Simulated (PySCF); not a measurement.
**P+: ionisation energy**

P+ [Ne] 3s2 3p2 (3P) → P(2+) [Ne] 3s2 3p1 (2P), as a difference of total energies. All numbers are calculated (PySCF 2.14, scalar relativity by spin-free X2C-1e, in x2c-QZVPPall (9s6p4d2f1g, 70 functions)). Correlated levels: valence: [Ne] frozen. The calculations carry no spin-orbit coupling.

```csv
method,ionisation energy (eV),plus first-order spin-orbit estimate,difference from reference of that sum (eV)
UHF,19.156,19.150,-0.619
MP2 (valence),19.643,19.637,-0.132
SCS-MP2 (valence),19.552,19.545,-0.224
CCSD (valence),19.670,19.663,-0.106
CCSD(T) (valence),19.711,19.704,-0.065
```

Reference: 19.769 eV (semi-empirical (NIST evaluation); NIST Atomic Spectra Database, ionization energies).

A first-order spin-orbit estimate (lowest level to lowest level, LS coupling) adds -0.007 eV.

Errors of the correlated levels include the incompleteness of this basis and the frozen core.
